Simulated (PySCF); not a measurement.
Bond length, frequency and bond energy of GeBi⁺ by level of theory

State: ³Σ⁻ (triplet), unpaired electrons π ↑↑. Set-up: Ge def2-SVP, Bi def2-SVP with ECP60; scalar-relativistic core potentials (PySCF 2.14). De refers to Ge + Bi⁺ in their high-spin ground configurations, without counterpoise correction. The functionals are run spin-unrestricted. A positive dipole points towards Bi; it is taken about the centre of mass and depends on that origin. Levels whose curve was spin-contaminated or gave no clean fit are not listed.

```tsv
Level	Re (Å)	ωe (cm⁻¹)	De (eV)	μ (D)	CPU s a point (SCF and correlation, without the integrals)
UHF	2.694	190	n/a	-3.65	0.26
UHF-MP2	2.661	233	n/a	n/a	0.44
UHF-SCS-MP2	2.677	222	n/a	n/a	n/a
PBE	2.716	201	n/a	-2.35	0.94
revPBE	2.727	198	n/a	-2.37	0.68
r²SCAN	2.686	209	n/a	-2.33	2.2
TPSSh	2.689	208	n/a	-2.34	1.5
r²SCANh	2.674	213	n/a	-2.41	1.5
PBE0	2.675	214	n/a	-2.50	1.5
CAM-B3LYP	2.659	218	n/a	-2.70	1.7
```

Question: What does a quarter of exact exchange do here, going from PBE to PBE0?

Answer: PBE0 less PBE: -4.1 pm in Re, +6.5 % in ωe. Exact exchange removes part of the self-interaction that spreads semilocal densities, and in most molecules shortens and stiffens the bond and lowers De; so it does here.

Correlated steps freeze 13 core orbitals. Spin–orbit coupling is left out, which matters for elements this heavy, above all for dissociation energies. The state was picked by a PBE0 search and need not be the measured ground state.

The whole job (state search and all levels along the bond) took about 3.8 min on 1 thread of Arm Neoverse V1 (shared host), peak memory 0.8 GiB.
